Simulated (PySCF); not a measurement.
Record of a relaxation.

Compound: C9H7N.
Atom-mapped SMILES: `[cH:1]1[cH:2][c:3]2[cH:4][cH:5][n:6][cH:7][cH:8][c:9]-2[cH:10]1` (hydrogens: H11 on C1; H12 on C2; H13 on C4; H14 on C5; H15 on C7; H16 on C8; H17 on C10)

Method: PySCF 2.14.0, PBE0-D3(BJ)/def2-SVP geometry optimisation, gas phase; density fitting, grid level 2; the optimiser is geomeTRIC in internal coordinates, started from a GFN2-xTB structure. The frame can shift and turn from step to step; on so coarse a grid that alone can change the energy by a few meV, and forces under 0.02 eV/Å are noise.

Step 0: E = -10915.0551 eV, largest atomic force 0.588 eV/Å
```
atom  x, y, z in Å  |  force x, y, z in eV/Å
C1     -2.537   -0.006   -0.218    0.135  -0.005   0.013
C2     -1.746    1.136   -0.117    0.037   0.179   0.010
C3     -0.411    0.747   -0.013   -0.040  -0.138  -0.008
C4      0.691    1.570    0.105    0.039  -0.221  -0.005
C5      2.030    1.191    0.207    0.082   0.186   0.012
N6      2.605    0.008    0.219    0.271  -0.004   0.027
C7      2.042   -1.179    0.138    0.084  -0.187  -0.001
C8      0.706   -1.565    0.016    0.042   0.217   0.007
C9     -0.403   -0.747   -0.056   -0.043   0.125   0.004
C10    -1.734   -1.143   -0.181    0.040  -0.175  -0.004
H11    -3.610   -0.010   -0.310   -0.570   0.005  -0.049
H12    -2.099    2.150   -0.119   -0.163   0.565   0.003
H13     0.493    2.636    0.121   -0.025   0.393   0.008
H14     2.752    1.999    0.292    0.139   0.445   0.025
H15     2.772   -1.984    0.175    0.146  -0.439   0.001
H16     0.520   -2.632   -0.029   -0.023  -0.385  -0.014
H17    -2.078   -2.160   -0.240   -0.152  -0.562  -0.028
```

Step 1: E = -10915.1074 eV, largest atomic force 0.123 eV/Å
```
atom  x, y, z in Å  |  force x, y, z in eV/Å
C1     -2.536    0.011   -0.257   -0.122   0.002  -0.011
C2     -1.744    1.166   -0.156   -0.004   0.056   0.001
C3     -0.405    0.765   -0.054    0.013  -0.029   0.000
C4      0.711    1.580    0.064   -0.009   0.095   0.003
C5      2.060    1.213    0.169    0.005  -0.013   0.001
N6      2.642    0.023    0.184    0.030   0.001   0.002
C7      2.071   -1.169    0.100    0.005   0.011   0.001
C8      0.725   -1.542   -0.025   -0.008  -0.095  -0.002
C9     -0.398   -0.732   -0.097    0.014   0.031   0.000
C10    -1.733   -1.139   -0.222   -0.004  -0.059  -0.002
H11    -3.625    0.009   -0.350    0.049   0.001   0.005
H12    -2.097    2.197   -0.157    0.011  -0.030   0.000
H13     0.519    2.660    0.079    0.009  -0.045  -0.001
H14     2.764    2.052    0.253   -0.004  -0.018  -0.001
H15     2.783   -2.005    0.136   -0.004   0.017   0.000
H16     0.544   -2.623   -0.073    0.008   0.045   0.002
H17    -2.077   -2.172   -0.281    0.011   0.030   0.002
```

Step 2: E = -10915.1074 eV, largest atomic force 0.071 eV/Å
```
atom  x, y, z in Å  |  force x, y, z in eV/Å
C1     -2.539    0.012   -0.257    0.071  -0.001   0.006
C2     -1.744    1.165   -0.157   -0.018   0.036   0.000
C3     -0.404    0.765   -0.054   -0.011   0.004  -0.001
C4      0.710    1.583    0.064   -0.006  -0.036  -0.001
C5      2.059    1.212    0.169    0.019   0.044   0.003
N6      2.642    0.023    0.184   -0.022   0.001  -0.002
C7      2.071   -1.168    0.100    0.016  -0.047   0.000
C8      0.725   -1.546   -0.025    0.000   0.044   0.002
C9     -0.397   -0.732   -0.097   -0.045   0.001  -0.005
C10    -1.733   -1.137   -0.222   -0.023  -0.048  -0.003
H11    -3.627    0.009   -0.350    0.007   0.000   0.001
H12    -2.096    2.196   -0.157    0.002   0.005   0.000
H13     0.520    2.662    0.079    0.003  -0.006   0.000
H14     2.765    2.049    0.253    0.002   0.004   0.000
H15     2.784   -2.003    0.137    0.003  -0.003   0.000
H16     0.544   -2.625   -0.073    0.002   0.007   0.000
H17    -2.075   -2.169   -0.281    0.001  -0.006   0.000
```

Step 3: E = -10915.1077 eV, largest atomic force 0.025 eV/Å
```
atom  x, y, z in Å  |  force x, y, z in eV/Å
C1     -2.538    0.012   -0.257    0.022   0.001   0.002
C2     -1.744    1.166   -0.156   -0.006  -0.004   0.000
C3     -0.405    0.765   -0.054   -0.003   0.003   0.000
C4      0.710    1.582    0.064    0.003  -0.025   0.000
C5      2.060    1.212    0.169    0.004   0.020   0.001
N6      2.643    0.023    0.184   -0.011  -0.001  -0.001
C7      2.071   -1.168    0.100    0.004  -0.019   0.000
C8      0.725   -1.544   -0.025    0.002   0.024   0.002
C9     -0.398   -0.732   -0.097   -0.012   0.002  -0.002
C10    -1.734   -1.139   -0.222   -0.003  -0.001   0.000
H11    -3.626    0.009   -0.350   -0.004   0.000   0.000
H12    -2.096    2.197   -0.157    0.000   0.003   0.000
H13     0.520    2.661    0.079    0.000   0.002   0.000
H14     2.765    2.050    0.253    0.001   0.002   0.000
H15     2.784   -2.003    0.137    0.001  -0.002   0.000
H16     0.545   -2.624   -0.072    0.000  -0.002   0.000
H17    -2.076   -2.171   -0.281    0.000  -0.003   0.000
```

Step 4: E = -10915.1077 eV, largest atomic force 0.030 eV/Å
```
atom  x, y, z in Å  |  force x, y, z in eV/Å
C1     -2.539    0.012   -0.257    0.012   0.000   0.001
C2     -1.745    1.165   -0.156   -0.004   0.028   0.001
C3     -0.405    0.765   -0.054   -0.001  -0.020  -0.001
C4      0.711    1.580    0.064   -0.007   0.029   0.000
C5      2.061    1.212    0.169   -0.009  -0.021  -0.001
N6      2.643    0.023    0.184    0.013  -0.001   0.001
C7      2.072   -1.169    0.100   -0.007   0.020   0.000
C8      0.725   -1.542   -0.025   -0.004  -0.026  -0.001
C9     -0.399   -0.732   -0.097    0.009   0.007   0.000
C10    -1.734   -1.138   -0.222   -0.004  -0.018  -0.001
H11    -3.627    0.009   -0.350    0.005   0.001   0.001
H12    -2.097    2.196   -0.157    0.000   0.000   0.000
H13     0.521    2.659    0.079    0.000   0.000   0.000
H14     2.766    2.051    0.253   -0.002  -0.003   0.000
H15     2.784   -2.005    0.136   -0.002   0.003   0.000
H16     0.544   -2.622   -0.072    0.000   0.000   0.000
H17    -2.077   -2.171   -0.281    0.001   0.001   0.000
```

Step 5: E = -10915.1077 eV, largest atomic force under 0.02 eV/Å
```
atom  x, y, z in Å  |  force x, y, z in eV/Å
C1     -2.538    0.012   -0.257   -0.003   0.000   0.000
C2     -1.744    1.166   -0.156   -0.001   0.006   0.000
C3     -0.405    0.765   -0.054    0.002  -0.005   0.000
C4      0.711    1.581    0.064   -0.002   0.012   0.000
C5      2.060    1.212    0.169   -0.002  -0.007   0.000
N6      2.643    0.023    0.184    0.006   0.001   0.000
C7      2.071   -1.169    0.100   -0.003   0.007   0.000
C8      0.725   -1.543   -0.025    0.000  -0.011   0.000
C9     -0.398   -0.732   -0.097    0.002   0.004   0.000
C10    -1.734   -1.139   -0.222   -0.002  -0.006   0.000
H11    -3.626    0.010   -0.349    0.003   0.000   0.000
H12    -2.097    2.197   -0.157    0.001  -0.002   0.000
H13     0.520    2.660    0.079    0.000  -0.001   0.000
H14     2.765    2.050    0.253    0.000  -0.002   0.000
H15     2.784   -2.004    0.136    0.000   0.001   0.000
H16     0.544   -2.623   -0.072    0.000   0.001   0.000
H17    -2.077   -2.171   -0.281    0.001   0.001   0.000
```

Q: Summarise the path.

A: The energy falls by 5.08 kJ/mol from step 0 to step 5; nine tenths of that is first reached at step 1. It never rises by more than 0.2 meV. The largest force goes from 0.588 to under 0.02 eV/Å. Among the bonds C1–H11 changes most (a near tie, within 0.001 Å, with another), from 1.076 to 1.092 Å; the atoms move by 0.022 Å rms after alignment.

Q: Follow the three bonds and two angles with the largest change from start to end.

A: 
| step | E above end (kJ/mol) | largest force (eV/Å) | C1–H11 (Å) | C2–H12 (Å) | C10–H17 (Å) | N6–C5–H14 (°) | N6–C7–H15 (°) |
| --- | --- | --- | --- | --- | --- | --- | --- |
| 0 | 5.08 | 0.588 | 1.076 | 1.074 | 1.074 | 112.2 | 112.2 |
| 1 | 0.03 | 0.123 | 1.093 | 1.090 | 1.090 | 113.8 | 113.8 |
| 2 | 0.03 | 0.071 | 1.092 | 1.089 | 1.089 | 113.6 | 113.6 |
| 3 | 0.00 | 0.025 | 1.091 | 1.089 | 1.089 | 113.7 | 113.7 |
| 4 | 0.01 | 0.030 | 1.092 | 1.089 | 1.089 | 113.7 | 113.7 |
| 5 | 0.00 | under 0.02 | 1.092 | 1.089 | 1.089 | 113.7 | 113.7 |

What follows is the cost of the whole optimisation. Hardware: one thread, Arm Neoverse V1 (aarch64), no GPU, shared host with 32 logical CPUs at a one-minute load of 24. Cost: 1.7 min wall, 0.81 GiB resident at most.
